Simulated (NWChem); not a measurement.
Species: GeCl₂F₂; SMILES [F][Ge]([F])([Cl])[Cl]

Results from NWChem. Coordinates come from a PBE0/def2-SVP optimisation. Ions are spin-unrestricted doublets at the neutral geometry; other ion states weren't tried.

Q: What does the run give for CAM-B3LYP/def2-SVP? Quantities: vertical ionisation energy, ΔSCF (eV); −ε(HOMO) (eV).

A: 
| Quantity | Value |
|---|---|
| vertical ionisation energy, ΔSCF (eV) | 12.59 |
| −ε(HOMO) (eV) | 11.30 |
